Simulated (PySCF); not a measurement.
# Correlation energy of S⁻ (sulfur, charge -1)

[Ne] 3s2 3p5, 2P determinant. All numbers are calculated (PySCF 2.14, no relativity, point nucleus, in dyall-av3z (19s12p3d2f, 84 functions)). Frozen: [Ne]; 7 electrons correlated; the 26 highest virtual orbitals of each spin left out.

```tsv
level	correlation energy (mhartree)
CCSD	-178.49
(T)	-8.13
CCSD(T)	-186.62
```

Diagnostics: T1 = 0.011, D1 = 0.0265, largest double amplitude 0.038.

Cost of the coupled-cluster step: about 8 core-seconds, for 7 correlated electrons.

Iterations:

```
CC2 = 0
CCSD nocc = (np.int64(4), np.int64(3)), nmo = (53, 53)
frozen orbitals [[0, 1, 2, 3, 4, 58, 59, 60, 61, 62, 63, 64, 65, 66, 67, 68, 69, 70, 71, 72, 73, 74, 75, 76, 77, 78, 79, 80, 81, 82, 83], [0, 1, 2, 3, 4, 58, 59, 60, 61, 62, 63, 64, 65, 66, 67, 68, 69, 70, 71, 72, 73, 74, 75, 76, 77, 78, 79, 80, 81, 82, 83]]
max_cycle = 100
direct = 0
conv_tol = 1e-08
conv_tol_normt = 1e-06
diis_space = 8
diis_start_cycle = 0
Init t2, MP2 energy = -0.158468916534955
Init E_corr(UCCSD) = -0.158468916535735
cycle = 1  E_corr(UCCSD) = -0.173178557421331  dE = -0.0147096409  norm(t1,t2) = 0.0464406
cycle = 2  E_corr(UCCSD) = -0.176839501339045  dE = -0.00366094392  norm(t1,t2) = 0.0160018
cycle = 3  E_corr(UCCSD) = -0.17828138364977  dE = -0.00144188231  norm(t1,t2) = 0.00774114
cycle = 4  E_corr(UCCSD) = -0.178551471023788  dE = -0.000270087374  norm(t1,t2) = 0.0027555
cycle = 5  E_corr(UCCSD) = -0.178473430461351  dE = 7.80405624e-05  norm(t1,t2) = 0.00132348
cycle = 6  E_corr(UCCSD) = -0.178480451674323  dE = -7.02121297e-06  norm(t1,t2) = 0.000441489
cycle = 7  E_corr(UCCSD) = -0.178486719438013  dE = -6.26776369e-06  norm(t1,t2) = 0.000136079
cycle = 8  E_corr(UCCSD) = -0.178485460254713  dE = 1.2591833e-06  norm(t1,t2) = 5.95094e-05
cycle = 9  E_corr(UCCSD) = -0.178485311756873  dE = 1.4849784e-07  norm(t1,t2) = 2.13924e-05
cycle = 10  E_corr(UCCSD) = -0.178485535528828  dE = -2.23771956e-07  norm(t1,t2) = 6.94483e-06
cycle = 11  E_corr(UCCSD) = -0.17848547741754  dE = 5.81112883e-08  norm(t1,t2) = 2.01847e-06
cycle = 12  E_corr(UCCSD) = -0.178485503763128  dE = -2.6345588e-08  norm(t1,t2) = 6.85656e-07
cycle = 13  E_corr(UCCSD) = -0.178485511600496  dE = -7.83736759e-09  norm(t1,t2) = 2.07764e-07
UCCSD converged
E(UCCSD) = -397.7237723888159  E_corr = -0.1784855116004956
UCCSD(T) correction = -0.00813136901295068
```
